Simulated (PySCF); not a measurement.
## Fractional electron number in Ni⁺ (nickel, charge +1)

The 3d beta orbital of [Ar] 3d9 is emptied in steps (occupation f), with all orbitals relaxed, ending at [Ar] 3d8. Computed with PySCF 2.14 in aug-cc-pVDZ, with no relativity, point nucleus. The exact energy is a straight line in f; departures are measured from the line between the end points of the same method.

| f | LDA (eV) | PBE (eV) |
| --- | --- | --- |
| 1 | 0.000 | 0.000 |
| 0.75 | -1.385 | -1.330 |
| 0.5 | -1.886 | -1.809 |
| 0.25 | -1.442 | -1.380 |
| 0 | 0.000 | 0.000 |

```json
{"method": "LDA", "E(f=0) − E(f=1) (eV)": "19.486", "−ε at f=1 (eV)": "12.281", "−ε at f=0.5 (eV)": "19.333"}
{"method": "PBE", "E(f=0) − E(f=1) (eV)": "18.875", "−ε at f=1 (eV)": "11.982", "−ε at f=0.5 (eV)": "18.741"}
```

Orbital energy along the path (eV):

```
   f      LDA      PBE
   1  -12.281  -11.982
0.75  -15.668  -15.212
 0.5  -19.333  -18.741
0.25  -23.227  -22.467
   0  -27.311  -26.348
```

Reference removal energy between the ground levels: 18.169 eV (measured; NIST Atomic Spectra Database, ionization energies). The calculation has no spin-orbit coupling. The determinant left behind need not be the lowest term of the ion.
